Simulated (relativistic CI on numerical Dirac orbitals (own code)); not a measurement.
**Crystal-field levels of Pt⁵⁺, 5d5**

Calculated by Dirac-Coulomb-Breit CI, KLI orbitals optimised for each configuration, QED by a radiative potential, valence Slater integrals scaled by 0.65, one configuration in a parametric crystal field (own radial code).

Field parameters in Wybourne normalisation: D3d B²₀ = −7Dσ, B⁴₀ = −14Dq − 21Dτ, B⁴₃ = −14√(10/7) Dq; D4h B²₀ = −7Ds, B⁴₀ = 21(Dq − Dt), B⁴₄ = 21√(5/14) Dq; Td as Oh with Dq negative (B⁴₀ = 21Dq, B⁴₄ = √(5/14) B⁴₀). The field is a parameter set, without covalency.

S and J are read from ⟨S²⟩ = S(S + 1) and ⟨J²⟩ = J(J + 1) of each level; they are not fictitious spins.

D3d, 10Dq = 43950, Dσ = -780, Dτ = -120 cm⁻¹, the lowest 16 levels:

| E (cm⁻¹) | Degeneracy | Irrep | S | J |
| --- | --- | --- | --- | --- |
| 0.0 | 2 | Γ4 | 0.60 | 4.25 |
| 9512 | 2 | Γ4 | 0.58 | 4.29 |
| 11314 | 2 | Γ5+Γ6 | 0.59 | 4.29 |
| 33049 | 2 | Γ4 | 1.45 | 3.76 |
| 33087 | 2 | Γ5+Γ6 | 1.45 | 3.76 |
| 37112 | 2 | Γ4 | 1.53 | 3.65 |
| 38032 | 2 | Γ5+Γ6 | 1.47 | 3.52 |
| 38994 | 2 | Γ4 | 1.46 | 3.45 |
| 40433 | 2 | Γ4 | 1.46 | 3.35 |
| 42622 | 2 | Γ4 | 1.37 | 3.67 |
| 43076 | 2 | Γ5+Γ6 | 1.25 | 3.95 |
| 43764 | 2 | Γ4 | 1.15 | 3.90 |
| 44049 | 2 | Γ4 | 1.23 | 3.97 |
| 44051 | 2 | Γ5+Γ6 | 1.23 | 4.00 |
| 44544 | 2 | Γ4 | 1.32 | 3.87 |
| 45692 | 2 | Γ5+Γ6 | 0.95 | 4.32 |

Principal g values of the ground doublet: 1.54, 2.38, 2.38.

D4h, 10Dq = 17800, Ds = -110, Dt = 440 cm⁻¹, the lowest 10 levels:

| E (cm⁻¹) | Degeneracy | Irrep | S | J |
| --- | --- | --- | --- | --- |
| 0.0 | 2 | Γ7 | 1.23 | 3.33 |
| 4919 | 2 | Γ6 | 1.90 | 3.00 |
| 5903 | 2 | Γ7 | 1.99 | 2.86 |
| 10729 | 2 | Γ7 | 1.99 | 3.04 |
| 13059 | 2 | Γ6 | 0.93 | 3.94 |
| 13454 | 2 | Γ7 | 1.16 | 3.47 |
| 15791 | 2 | Γ6 | 1.60 | 3.48 |
| 16558 | 2 | Γ7 | 1.43 | 3.76 |
| 18651 | 2 | Γ6 | 1.40 | 3.31 |
| 18942 | 2 | Γ7 | 1.50 | 3.79 |

Principal g values of the ground doublet: 2.20, 2.20, 2.63.

Td, 10Dq = -9900 cm⁻¹, the lowest 16 levels:

```tsv
E (cm⁻¹)	Degeneracy	Irrep	S	J
0.0	4	Γ8	1.92	2.71
904	2	Γ7	2.11	2.69
8499	4	Γ8	1.57	2.93
13121	2	Γ7	1.44	3.83
15233	2	Γ6	1.42	3.29
15761	4	Γ8	1.44	3.43
17445	2	Γ7	1.35	2.98
18146	4	Γ8	1.20	4.32
18620	2	Γ6	1.17	5.18
19661	4	Γ8	1.27	4.51
19955	4	Γ8	1.27	4.52
20237	2	Γ6	1.22	4.35
20584	2	Γ7	1.28	4.20
21967	2	Γ7	1.20	3.42
22638	4	Γ8	1.24	4.23
23336	4	Γ8	1.28	3.30
```

Levels of this model without a field, named by their leading LS term (the scale mimics covalency, so terms lie below those of the real free ion): ⁶S5/2 0, ⁴G5/2 12435, ⁴G7/2 19131, ⁴D3/2 19889, ⁴G11/2 20376, ⁴G5/2 21940, ⁴G9/2 21996, ⁴P1/2 23748 cm⁻¹.
